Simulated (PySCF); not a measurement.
Isomers of C3H6Si. Isolated molecules, 0 K electronic values unless said otherwise. One relaxed conformer stands for each flexible species; it need not be the lowest. Strings in code marks are SMILES.

Calculation: B3LYP-D3(BJ)/def2-TZVP (PySCF 2.14.0). B3LYP has the VWN-RPA correlation part, as in Gaussian. 

```tsv
species	LUMO (eV)	HOMO (eV)	dipole moment (D)
`C=C[SiH]=C` (C–C–Si–C torsion 14°)	-1.81	-5.99	–
`C1=[SiH]CC1`	-0.99	-5.73	0.88
`C1=C[SiH2]C1`	-0.35	-7.44	0.58
`C[Si]1=CC1`	-0.68	-5.40	2.66
`[SiH3]C=C=C`	-0.41	-7.31	0.51
`[SiH2]1C(=C)C1`	-0.76	-7.10	0.21
`C1CC=1[SiH3]`	-0.77	-7.14	0.55
`C1([SiH3])C=C1`	-0.53	-6.82	1.34
```
